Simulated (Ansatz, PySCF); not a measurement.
C3H2BrF, SMILES C=C=C(F)Br. Atoms are numbered in the order given.

```xyz
7

C     -0.8416    -2.7641     0.0000
C     -0.1498    -1.6549     0.0000
C      0.5197    -0.5336     0.0000
F      1.8413    -0.4557     0.0000
Br    -0.3127     1.1511     0.0000
H     -1.1430    -3.2494    -0.9361
H     -1.1430    -3.2494     0.9361
```
Charge 0, spin multiplicity 1.

The structure is a stationary point at PBE0-D3(BJ)/def2-SVP.

Two levels are set side by side: PBE-D3(BJ)/def2-SVP (Ansatz, an electronic-structure program) and PBE0-D3(BJ)/def2-SVP (Ansatz). Each level has its own optimised geometry; the coordinates shown are those of the second. Frequencies come from the Hessian of PySCF at each geometry. Differences are taken from unrounded values.

| quantity | PBE0-D3(BJ) | PBE-D3(BJ) | PBE-D3(BJ) minus PBE0-D3(BJ) |
|---|---|---|---|
| mean bond length (Å) | 1.335 | 1.347 | 0.012 |
| bond C1–C2 (Å) | 1.307 | 1.317 | 0.010 |
| bond C2–C3 (Å) | 1.306 | 1.316 | 0.010 |
| bond C3–F4 (Å) | 1.324 | 1.339 | 0.015 |
| bond C3–Br5 (Å) | 1.879 | 1.900 | 0.020 |
| bond C1–H6 (Å) | 1.097 | 1.106 | 0.009 |
| bond C1–H7 (Å) | 1.097 | 1.106 | 0.009 |
| highest harmonic wavenumber (cm⁻¹) | 3227 | 3118 | -109 |
| mean harmonic wavenumber (cm⁻¹) | 1149 | 1102 | -47 |
| zero-point energy (kcal/mol) | 24.63 | 23.62 | -1.01 |

GGA bonds tend to be longer and softer than those of functionals with exact exchange. Differences between two approximate levels are no errors against the true value.
